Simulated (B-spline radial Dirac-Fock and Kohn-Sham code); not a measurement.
## Isotope-shift constants of the inner levels of Hg⁺

System: Hg⁺ in the configuration [Xe] 4f14 5d10 6s1.

Input of the calculation (task.json; shells as n, l, electrons):

```json
{"items": [{
  "Z": 80,
  "q": 1,
  "cfg": [[1, 0, 2], [2, 0, 2], [2, 1, 6], [3, 0, 2], [3, 1, 6], [3, 2, 10], [4, 0, 2], [4, 1, 6], [4, 2, 10], [4, 3, 14], [5, 0, 2], [5, 1, 6], [5, 2, 10], [6, 0, 1]],
  "A": 202,
  "rrms": 5.4648,
  "do": "isoshift",
  "isotopes": [[181, 180.977819368, 5.4364], [182, 181.974689173, 5.3833], [183, 182.974444652, 5.4405], [184, 183.971717709, 5.3949], [185, 184.971890696, 5.4397], [186, 185.969362061, 5.4017], [187, 186.96981354, 5.4046], [188, 187.967580738, 5.4085], [189, 188.968194776, 5.41], [190, 189.96632225, 5.4158], [191, 190.967158301, 5.4171], [192, 191.965634263, 5.4232], [193, 192.966653395, 5.4238], [194, 193.965449108, 5.4309], [195, 194.966705809, 5.4345], [196, 195.965833445, 5.4385], [197, 196.967213715, 5.4412], [198, 197.966769177, 5.4463], [199, 198.968280994, 5.4474], [200, 199.968326941, 5.4551], [201, 200.970303054, 5.4581], [202, 201.970643604, 5.4648], [203, 202.972872396, 5.4679], [204, 203.973494037, 5.4744], [205, 204.976073151, 5.4776], [206, 205.977513837, 5.4837]]
}]}
```

Command: `python xray2_run.py task.json out`

The computed values come from an atomic code on a B-spline grid: first-order field-shift and mass-shift constants from Dirac-Fock ground and hole states with a Fermi nucleus; the mass shift has no relativistic recoil terms. A binding energy shifts by δE = F·δ⟨r²⟩ + (K_N + K_S)·δ(1/M); F is taken for a change of radius at fixed skin thickness and so holds the higher radial moments.

```
     level  F (meV/fm²)
    K (1s)        -1412
   L1 (2s)       -211.8
L2 (2p1/2)       -5.795
L3 (2p3/2)        8.206
   M1 (3s)       -48.53
M2 (3p1/2)       -1.407
M3 (3p3/2)        2.311
M4 (3d3/2)        2.154
M5 (3d5/2)        2.032
```

The mass shift is not given and not included below: at this Z its relativistic corrections are large. It matters little for K lines but can be comparable with the field shift of L lines.

Field shifts alone in meV from A = 202 (mass 201.9706 u, rms radius 5.4648 fm); radii from Angeli and Marinova (2013).

| A | mass (u) | radius (fm) | Kα1 | Kα2 | Kβ1 | Lα1 |
| --- | --- | --- | --- | --- | --- | --- |
| 182 | 181.9747 | 5.3833 | +1255.8 | +1243.4 | +1250.6 | -5.5 |
| 185 | 184.9719 | 5.4397 | +388.8 | +384.9 | +387.2 | -1.7 |
| 188 | 187.9676 | 5.4085 | ? | ? | ? | ? |
| 193 | 192.9667 | 5.4238 | +634.1 | +627.9 | +631.5 | -2.8 |
| 194 | 193.9654 | 5.4309 | +524.7 | +519.5 | +522.5 | -2.3 |
| 196 | 195.9658 | 5.4385 | +407.3 | +403.3 | +405.6 | -1.8 |
| 197 | 196.9672 | 5.4412 | +365.6 | +362.0 | +364.1 | -1.6 |
| 198 | 197.9668 | 5.4463 | +286.7 | +283.9 | +285.5 | -1.2 |
| 204 | 203.9735 | 5.4744 | -149.2 | -147.7 | -148.5 | +0.6 |
| 206 | 205.9775 | 5.4837 | -293.9 | -291.0 | -292.7 | +1.3 |

Q: What are the shifts for A = 188?

A: Kα1 +869.5 meV; Kα2 +861.0 meV; Kβ1 +865.9 meV; Lα1 -3.8 meV.
